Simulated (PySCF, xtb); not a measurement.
diantimony (Sb₂), SMILES [Sb]#[Sb].

GFN2-xTB (xtb 6.7.1) at its own geometry gives an orbital gap of 1.39 eV and a dipole moment of 0.00 D.

Coordinates come from a B3LYP-D3(BJ)/def2-TZVP optimisation. The def2 effective core potentials stand for the cores of Sb; spin–orbit coupling is left out.

Question: What does PySCF with CAM-B3LYP/def2-TZVPD give? (Estimate from the structure and the level; the computed values follow.)

Answer: gap 5.57 eV (levels -7.58 and -2.00 eV), dipole 0.00 D.
